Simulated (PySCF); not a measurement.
2-bromobenzenethiol, C₆H₅BrS.
Structure used (PBE0-D3(BJ)/def2-SVP), in Å, numbered top down from 1:
```
atom  x, y, z in Å
S1     1.6546   -1.3181   -1.5300
C2    -0.0535   -1.1760   -1.1380
C3    -0.9025   -2.1665   -1.6592
C4    -2.2684   -2.1501   -1.4118
C5    -2.8285   -1.1382   -0.6326
C6    -2.0079   -0.1473   -0.1058
C7    -0.6350   -0.1648   -0.3546
Br8    0.4078    1.2209    0.4017
H9     2.0520   -0.2155   -0.8586
H10   -0.4677   -2.9612   -2.2706
H11   -2.8998   -2.9357   -1.8324
H12   -3.9016   -1.1168   -0.4327
H13   -2.4258    0.6535    0.5067
```

Method used: PySCF, TDDFT CAM-B3LYP/def2-SVPD, vertical, gas phase, core orbitals frozen in the response. The CAM-B3LYP/def2-SVPD calculation is non-relativistic and has no spin–orbit coupling, an omission that weighs most on bromine.

Ground-to-excited transition dipoles (e·a0, same axes as the geometry; the sign carries no meaning), for the states with f of 0.002 or more among the lowest 6:

```tsv
state	E (eV)	μx	μy	μz
S1	4.905	0.116	0.303	0.184
S3	5.365	-1.013	0.245	0.341
S4	5.721	0.021	-0.071	0.107
S5	6.049	-0.043	0.183	-0.269
S6	6.181	0.501	1.073	0.637
```

(1) Work out the oscillator strengths.

(2) Label these states by symmetry in Cs.

(3) What angle do the transition dipoles of S1 and S5 make?

(4) What peak molar absorption coefficient would the strongest computed level give as a lone Gaussian band 0.4 eV wide at half height?

## Answers

(1) f = (2/3) ΔE |μ|² with ΔE in hartree (27.2114 eV).

```json
{"state": "S1", "|μ|² (au)": "0.139", "|μ| (D)": "0.95", "f": "0.017"}
{"state": "S3", "|μ|² (au)": "1.202", "|μ| (D)": "2.79", "f": "0.158"}
{"state": "S4", "|μ|² (au)": "0.017", "|μ| (D)": "0.33", "f": "0.002"}
{"state": "S5", "|μ|² (au)": "0.108", "|μ| (D)": "0.83", "f": "0.016"}
{"state": "S6", "|μ|² (au)": "1.807", "|μ| (D)": "3.42", "f": "0.274"}
```

(2) Polarised normal to the mirror plane, so A″: S4 and S5. Polarised in the mirror plane, so A′: S1, S3 and S6.

(3) |cos θ| = |μa·μb| / (|μa| |μb|) = 0.01, so θ ≈ 90° (taken between 0 and 90°, since the signs are arbitrary).

(4) ε(max) = 2.175×10⁸ f / FWHM, with the width in cm⁻¹. S6: 2.175×10⁸ × 0.2736 / 3226 ≈ 18000 L mol⁻¹ cm⁻¹.

Cost: about 2.3 min of CPU time on one thread; the machine was shared, so the figure is rough.

One conformer stands for the species.
